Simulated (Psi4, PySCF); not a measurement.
Input for Psi4:
```
memory 2 GB

molecule {
0 2
Ti    0.00000000   -0.00000000   -0.00000000
F    -1.44890707   -0.87306393    0.07165357
F     0.02042256    1.55241999   -0.67548625
F     1.42848452   -0.67935606    0.60383267
}

set {
  basis 6-31g*
  reference uks
  scf_type pk
  puream true
  d_convergence 1e-8
  dft_radial_points 99
  dft_spherical_points 590
}

energy('r2scan')
print_variables()
```

Question: Convert this to an input for PySCF.

Answer: This is not unique; one that fits is 
```python
from pyscf import gto, scf, dft

mol = gto.M(
    atom='''
Ti    0.000000   -0.000000   -0.000000
F    -1.448907   -0.873064    0.071654
F     0.020423    1.552420   -0.675486
F     1.428485   -0.679356    0.603833
''',
    basis='6-31g*',
    charge=0,
    spin=1,
    verbose=4,
)

mf = dft.UKS(mol)
mf.xc = 'r2scan'
mf.grids.atom_grid = (99, 590)
mf.grids.prune = None
mf.kernel()
```

Both were run: Psi4 gave -1148.968961 Eh and PySCF -1148.968665 Eh, 0.296 mEh apart.
